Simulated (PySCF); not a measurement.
**Ar²⁺ (argon, charge +2) across methods**

[Ne] 3s2 3p4, high-spin 3P determinant. Computed with PySCF 2.14 in aug-cc-pCVTZ-DK with one added diffuse shell each of s, p, d, f type (9s8p6d4f, 91 functions), with scalar relativity by spin-free X2C-1e.

| method | E (hartree) | mean ε 3s β (eV) | mean ε 3p α (eV) | mean ε 3p β (eV) | Σ⟨r²⟩ (bohr²) | ⟨S²⟩ |
| --- | --- | --- | --- | --- | --- | --- |
| wB97X-V | -527.6978 | -53.841 | -40.950 | -38.654 | 15.60 | 2.003 |
| PBE | -527.5751 | -48.778 | -36.474 | -34.161 | 15.59 | 2.003 |
| LDA | -526.1317 | -48.963 | -36.445 | -34.096 | 15.61 | 2.002 |
| PBE0 | -527.6126 | -50.942 | -38.492 | -36.015 | 15.57 | 2.004 |
| B3LYP | -527.7867 | -50.650 | -38.007 | -35.688 | 15.60 | 2.003 |
| TPSSh | -527.7869 | -49.872 | -37.499 | -35.161 | 15.55 | 2.004 |
| UHF | -527.11907 | -55.968 | -43.562 | -40.429 | 15.66 | 2.010 |
| BP86 | -527.8230 | -48.936 | -36.498 | -34.286 | 15.55 | 2.003 |

Question: Estimate the same row for r2SCAN.

Answer: E (hartree) = -527.7347; mean ε 3s β (eV) = -49.028; mean ε 3p α (eV) = -37.152; mean ε 3p β (eV) = -34.595; Σ⟨r²⟩ (bohr²) = 15.56; ⟨S²⟩ = 2.006.
